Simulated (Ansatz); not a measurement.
The cluster B10⁺ (the lowest doublet isomer of a short search). The state is a doublet with charge 1. Geometry PBE0-D4/def2-SVP, basis def2-TZVP, Ansatz.

```tsv
atom	x (Å)	y (Å)	z (Å)
B1	-1.198	0.861	-1.633
B2	0.830	0.651	1.079
B3	1.987	-0.415	1.192
B4	-0.208	-1.294	0.078
B5	1.320	-0.403	-0.346
B6	0.071	-0.060	-1.315
B7	-0.652	1.194	0.638
B8	-1.385	-0.237	-0.252
B9	1.117	-1.663	0.896
B10	-1.882	1.365	-0.336
```

```tsv
run	HOMO (eV)	LUMO (eV)
A	-10.91	-9.91
B	-10.66	-9.90
C	-12.53	-8.26
D	-11.52	-9.35
E	-10.69	-10.15
```

The structure comes from a short search, and lower isomers may exist.

HOMO and LUMO are taken over both spins.

Task: The runs used B97M-V, CAM-B3LYP, PBE, PBE0, r2SCAN. Estimate which is which.

Result: A r2SCAN (0 % exact exchange); B B97M-V (0 % exact exchange); C CAM-B3LYP (range-separated); D PBE0 (25 % exact exchange); E PBE (0 % exact exchange). Exact exchange lowers occupied and raises empty levels; among semilocal functionals meta-GGAs tend to open the gap a little, and such runs are hard to tell apart. The gap grows from 0.54 eV (PBE) to 4.27 eV (CAM-B3LYP).
